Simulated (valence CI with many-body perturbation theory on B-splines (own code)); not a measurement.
E1 transitions of Tl66+

Method: valence CI with perturbative core correlation (CI+MBPT): five valence electrons over a frozen Dirac-Fock core [Ne], radial functions for each j: 9 s, 9 p, 8 d, 6 f, 3 g, 1 h, with the one-electron correlation potential Σ1, the two-electron term Σ2, the three-electron term Σ3, Breit, model QED; selected CI, second order for the rest (own B-spline code, finite nucleus).

No measured spectrum was set against this ion. As an estimate, large intervals hold to a few tenths of a per cent, small ones and those within an open d or f shell to about a per cent. Among the levels kept, up to 620 cm⁻¹ of a level comes from second order outside the variational space, and about a tenth of that is noise between levels of different J, which matters for small intervals.

Lines 51 to 100 of 215 in falling wavelength, among levels below 1249.2 eV, chosen from the strongest by gf and those to the six lowest levels. Wavelengths and rates use the calculated energies. Electric multipoles are in the length gauge, E1 and E2 with the static RPA response of the core. Weak lines are less certain than strong ones. Lines between different terms over intervals too small for the method are left out, as are lines whose strength nearly cancels. The highest levels of a list are the least certain.

Levels are named by their leading jj configuration (3d3/2^4 stands for four electrons in 3d with j = 3/2), which in mixed levels can hold well under half, so a name can repeat and another be missing. Letters in brackets count levels of one name in rising energy.

| λ vac (nm) | Upper | Lower | A (s⁻¹) | S (a.u.) |
| --- | --- | --- | --- | --- |
| 5.425 | (3s 3p1/2^2 3p3/2 3d5/2) J=7/2 [a] | (3s^2 3p1/2 3p3/2 3d5/2) J=7/2 [a] | 5.51e+09 | 3.47e-03 |
| 5.417 | (3s 3p1/2^2 3p3/2 3d3/2) J=3/2 [b] | (3s^2 3p1/2 3p3/2 3d3/2) J=3/2 [a] | 1.27e+10 | 3.99e-03 |
| 5.410 | (3s^2 3p1/2 3p3/2 3d3/2) J=3/2 [a] | (3s^2 3p1/2 3p3/2^2) J=1/2 | 3.53e+09 | 1.10e-03 |
| 5.410 | (3s^2 3p1/2 3d3/2 3d5/2) J=5/2 [a] | (3s^2 3p1/2 3p3/2 3d5/2) J=3/2 [b] | 3.87e+09 | 1.81e-03 |
| 5.400 | (3s 3p1/2^2 3p3/2 3d3/2) J=3/2 [b] | (3s^2 3p1/2 3p3/2 3d3/2) J=1/2 [a] | 1.29e+10 | 4.00e-03 |
| 5.378 | (3s 3p1/2^2 3p3/2 3d3/2) J=5/2 [b] | (3s^2 3p1/2 3p3/2 3d3/2) J=7/2 | 6.14e+10 | 2.83e-02 |
| 5.341 | (3s^2 3p1/2 3d3/2 3d5/2) J=3/2 | (3s^2 3p1/2 3p3/2 3d5/2) J=1/2 | 6.20e+09 | 1.86e-03 |
| 5.328 | (3s 3p1/2^2 3p3/2 3d5/2) J=7/2 [b] | (3s^2 3p1/2 3p3/2 3d5/2) J=9/2 | 5.05e+10 | 3.02e-02 |
| 5.308 | (3s 3p1/2^2 3p3/2 3d3/2) J=3/2 [b] | (3s^2 3p1/2 3p3/2 3d3/2) J=5/2 [a] | 3.31e+10 | 9.76e-03 |
| 5.299 | (3s 3p1/2^2 3p3/2^2) J=3/2 | (3s^2 3p1/2 3p3/2^2) J=3/2 | 2.15e+10 | 6.31e-03 |
| 5.291 | (3s^2 3p1/2 3d3/2 3d5/2) J=7/2 [a] | (3s^2 3p1/2 3p3/2 3d5/2) J=7/2 [b] | 8.11e+09 | 4.74e-03 |
| 5.233 | (3s^2 3p1/2 3d3/2 3d5/2) J=7/2 [a] | (3s^2 3p1/2 3p3/2 3d5/2) J=5/2 [b] | 3.60e+09 | 2.04e-03 |
| 5.217 | (3s 3p1/2^2 3p3/2^2) J=1/2 | (3s^2 3p1/2 3p3/2^2) J=3/2 | 4.54e+08 | 6.36e-05 |
| 5.188 | (3s^2 3p1/2 3d3/2 3d5/2) J=5/2 [a] | (3s^2 3p1/2 3p3/2 3d5/2) J=7/2 [b] | 9.58e+09 | 3.96e-03 |
| 5.177 | (3s 3p1/2^2 3p3/2 3d3/2) J=5/2 [b] | (3s^2 3p1/2 3p3/2 3d3/2) J=3/2 [a] | 7.44e+09 | 3.06e-03 |
| 5.127 | (3s^2 3p1/2 3p3/2 3d3/2) J=5/2 [a] | (3s^2 3p1/2 3p3/2^2) J=5/2 | 9.28e+09 | 3.71e-03 |
| 5.053 | (3s 3p1/2^2 3p3/2 3d3/2) J=1/2 [b] | (3s^2 3p1/2 3p3/2 3d3/2) J=3/2 [a] | 6.91e+10 | 8.80e-03 |
| 5.038 | (3s 3p1/2^2 3p3/2 3d3/2) J=1/2 [b] | (3s^2 3p1/2 3p3/2 3d3/2) J=1/2 [a] | 1.14e+10 | 1.44e-03 |
| 5.031 | (3s 3p1/2^2 3p3/2 3d5/2) J=3/2 [b] | (3s^2 3p1/2 3p3/2 3d5/2) J=5/2 [a] | 1.67e+10 | 4.21e-03 |
| 5.029 | (3s^2 3p1/2 3p3/2 3d3/2) J=3/2 [a] | (3s^2 3p1/2 3p3/2^2) J=5/2 | 2.69e+10 | 6.76e-03 |
| 5.020 | (3s 3p1/2^2 3p3/2 3d5/2) J=7/2 [b] | (3s^2 3p1/2 3p3/2 3d5/2) J=7/2 [a] | 2.43e+10 | 1.22e-02 |
| 5.007 | (3s 3p1/2^2 3p3/2 3d5/2) J=5/2 [b] | (3s^2 3p1/2 3p3/2 3d5/2) J=3/2 [a] | 1.04e+10 | 3.87e-03 |
| 4.989 | (3s^2 3p1/2 3d3/2 3d5/2) J=3/2 | (3s^2 3p1/2 3p3/2 3d5/2) J=5/2 [b] | 5.61e+09 | 1.37e-03 |
| 4.961 | (3s^2 3p1/2 3d3/2 3d5/2) J=9/2 | (3s^2 3p1/2 3p3/2 3d5/2) J=7/2 [b] | 4.32e+09 | 2.60e-03 |
| 4.946 | (3s 3p1/2^2 3p3/2 3d3/2) J=3/2 [b] | (3s 3p1/2^2 3p3/2^2) J=1/2 | 7.38e+09 | 1.76e-03 |
| 4.884 | (3s 3p1/2^2 3p3/2 3d3/2) J=5/2 [a] | (3s 3p1/2^2 3p3/2^2) J=5/2 | 7.37e+09 | 2.54e-03 |
| 4.874 | (3s 3p1/2^2 3p3/2 3d3/2) J=3/2 [b] | (3s 3p1/2^2 3p3/2^2) J=3/2 | 1.77e+10 | 4.05e-03 |
| 4.867 | (3s^2 3p1/2 3p3/2 3d3/2) J=5/2 [a] | (3s^2 3p1/2 3p3/2^2) J=3/2 | 1.02e+08 | 3.48e-05 |
| 4.853 | (3s^2 3p1/2 3p3/2 3d3/2) J=7/2 | (3s^2 3p1/2 3p3/2^2) J=5/2 | 2.23e+09 | 1.01e-03 |
| 4.841 | (3s 3p1/2^2 3p3/2 3d3/2) J=3/2 [a] | (3s 3p1/2^2 3p3/2^2) J=5/2 | 2.16e+10 | 4.84e-03 |
| 4.813 | (3s^2 3p1/2 3d3/2 3d5/2) J=7/2 [a] | (3s^2 3p1/2 3p3/2 3d5/2) J=5/2 [a] | 4.68e+09 | 2.06e-03 |
| 4.804 | (3s^2 3p1/2^2 3d3/2) J=3/2 | (3s^2 3p1/2^2 3p3/2) J=3/2 | 1.62e+10 | 3.54e-03 |
| 4.792 | (3s^2 3p1/2 3p3/2 3d3/2) J=1/2 [a] | (3s^2 3p1/2 3p3/2^2) J=3/2 | 6.80e+09 | 7.39e-04 |
| 4.778 | (3s^2 3p1/2 3p3/2 3d3/2) J=3/2 [a] | (3s^2 3p1/2 3p3/2^2) J=3/2 | 6.94e+08 | 1.50e-04 |
| 4.733 | (3s^2 3p1/2 3d3/2^2) J=5/2 | (3s^2 3p1/2 3p3/2 3d3/2) J=7/2 | 3.75e+09 | 1.18e-03 |
| 4.717 | (3s^2 3p1/2 3d3/2^2) J=1/2 | (3s^2 3p1/2 3p3/2 3d3/2) J=1/2 [b] | 2.18e+10 | 2.25e-03 |
| 4.657 | (3s 3p1/2^2 3p3/2 3d3/2) J=7/2 | (3s 3p1/2^2 3p3/2^2) J=5/2 | 6.37e+09 | 2.54e-03 |
| 4.605 | (3s^2 3p1/2 3d3/2 3d5/2) J=3/2 | (3s^2 3p1/2 3p3/2 3d5/2) J=5/2 [a] | 4.34e+09 | 8.37e-04 |
| 4.577 | (3s^2 3p1/2 3d3/2^2) J=5/2 | (3s^2 3p1/2 3p3/2 3d3/2) J=3/2 [a] | 2.83e+09 | 8.02e-04 |
| 4.498 | (3s^2 3p1/2 3d3/2^2) J=5/2 | (3s^2 3p1/2 3p3/2 3d3/2) J=5/2 [a] | 1.04e+10 | 2.79e-03 |
| 4.491 | (3s^2 3p1/2 3d3/2 3d5/2) J=1/2 | (3s^2 3p1/2 3p3/2 3d5/2) J=3/2 [a] | 1.00e+10 | 8.96e-04 |
| 4.486 | (3s^2 3p1/2 3p3/2^2) J=3/2 | (3s^2 3p1/2^2 3d3/2) J=3/2 | 4.91e+04 | 8.76e-09 |
| 4.486 | (3s^2 3p1/2 3d3/2 3d5/2) J=7/2 [a] | (3s^2 3p1/2 3p3/2 3d5/2) J=7/2 [a] | 3.64e+09 | 1.30e-03 |
| 4.466 | (3s^2 3p1/2 3d3/2 3d5/2) J=9/2 | (3s^2 3p1/2 3p3/2 3d5/2) J=9/2 | 2.12e+10 | 9.33e-03 |
| 4.463 | (3s^2 3p1/2 3d3/2 3d5/2) J=5/2 [b] | (3s^2 3p1/2 3p3/2 3d5/2) J=3/2 [b] | 5.49e+09 | 1.44e-03 |
| 4.434 | (3s^2 3p1/2 3d3/2^2) J=3/2 | (3s^2 3p1/2 3p3/2 3d3/2) J=5/2 [b] | 1.34e+10 | 2.31e-03 |
| 4.354 | (3s^2 3p1/2 3p3/2 3d3/2) J=1/2 [b] | (3s^2 3p1/2 3p3/2^2) J=1/2 | 1.22e+09 | 9.97e-05 |
| 4.327 | (3s^2 3p1/2 3p3/2 3d3/2) J=3/2 [b] | (3s^2 3p1/2 3p3/2^2) J=1/2 | 1.75e+09 | 2.80e-04 |
| 4.286 | (3s^2 3p1/2 3p3/2^2) J=5/2 | (3s^2 3p1/2^2 3d3/2) J=3/2 | 4.44e+08 | 1.04e-04 |
| 4.283 | (3s^2 3p1/2 3p3/2 3d3/2) J=5/2 [b] | (3s^2 3p1/2 3p3/2^2) J=5/2 | 3.95e+09 | 9.18e-04 |
